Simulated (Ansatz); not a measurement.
`C[S][Ge][NH2]`. Total charge 0; spin multiplicity 1.

```xyz
9

C    -0.8461    0.7636    0.8047
S     0.2177   -0.3425    1.7615
Ge    1.4978   -1.4831    0.3108
N     0.8920   -0.7746   -1.2542
H    -0.2560    1.4804    0.2320
H    -1.5021    0.2011    0.1389
H    -1.4638    1.3138    1.5144
H     0.1821   -0.0708   -1.3779
H     1.2785   -1.0878   -2.1302
```

**Question.** List the harmonic frequencies (cm⁻¹, unscaled) at PBE0-D4/def2-TZVP in Ansatz. (Best estimate.)

**Answer.** The calculation gave: 111, 171, 192, 245, 371, 371, 465, 692, 735, 742, 957, 961, 1336, 1471, 1476, 1562, 3054, 3140, 3151, 3587, 3699.

**Question.** Is this a minimum?

**Answer.** Yes, all 21 modes are real.

**Question.** Give the ideal-gas thermochemistry at 298.15 K and 1 bar (rigid rotor, harmonic oscillator; point group Cs, symmetry number 1).

**Answer.** Zero-point energy 170.4 kJ/mol; H(298) − E = 190.2 kJ/mol; entropy 339.6 J/(mol·K), of which translation 170.1, rotation 112.2, vibration 57.2; G(298) − E = 88.9 kJ/mol.
